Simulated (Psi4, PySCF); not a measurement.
C₃H₈ClFOSi (SMILES CCO[Si](C)(F)Cl), singlet, geometry from GFN2-xTB, atoms displaced at random by about 0.08 Å a coordinate. Base run: B3LYP/STO-3G, gradient run with PySCF.

Here is a job for PySCF.
```python
from pyscf import gto, scf, dft

mol = gto.M(
    atom='''
C    -3.004818   -1.290008    0.524286
C    -1.847032   -1.098328   -0.527935
O    -0.771064   -0.601497    0.569745
Si    0.710356    0.015442    0.177250
C     2.087361   -1.120007   -0.570798
F     1.096797    0.502203    1.652966
Cl    0.518899    1.672130   -0.841362
H    -3.843335   -1.435425   -0.308304
H    -2.924436   -1.851762    1.263986
H    -3.194349   -0.129374    0.780342
H    -1.398792   -2.026165   -0.864750
H    -1.979072   -0.178972   -1.346974
H     2.973722   -0.629397   -0.564166
H     1.991285   -2.066986    0.046774
H     1.902560   -1.337028   -1.600312
''',
    basis='sto-3g',
    charge=0,
    spin=0,
    verbose=4,
)

mf = dft.RKS(mol)
mf.xc = 'b3lyp'
mf.kernel()
g = mf.nuc_grad_method()
grad = g.kernel()
```

Programs used: Psi4, PySCF; a row that names a program was run with it.

The coordinate followed is y of atom 14.

Each row names what was changed in the base input (with any setting that the change needs).

| change | dE/dx (Eh/bohr) | net force (Eh/bohr) |
|---|---|---|
| base | -0.021073 | 0.000205 |
| grids.level = 1; grid_response = on | -0.021056 | 0.000000 |
| conv_tol = 1e-6 | -0.021074 | 0.000205 |
| conv_tol = 1e-4 | -0.020964 | 0.000205 |
| conv_tol = 1e-11 | -0.021073 | 0.000205 |
| finite difference step (bohr) = 0.05; conv_tol = 1e-11 | -0.020871 | - |
| grid_response = on | -0.021069 | 0.000000 |
| grids.level = 5; grid_response = off | -0.021072 | 0.000041 |
| grids.level = 0; grid_response = off | -0.021188 | 0.008290 |
| code = psi4 | -0.021065 | 0.000037 |
| density fitting = on; auxbasis_response = off | -0.021020 | 0.005408 |
| finite difference step (bohr) = 0.01; conv_tol = 1e-11 | -0.021061 | - |

The net force is zero for an exact gradient.
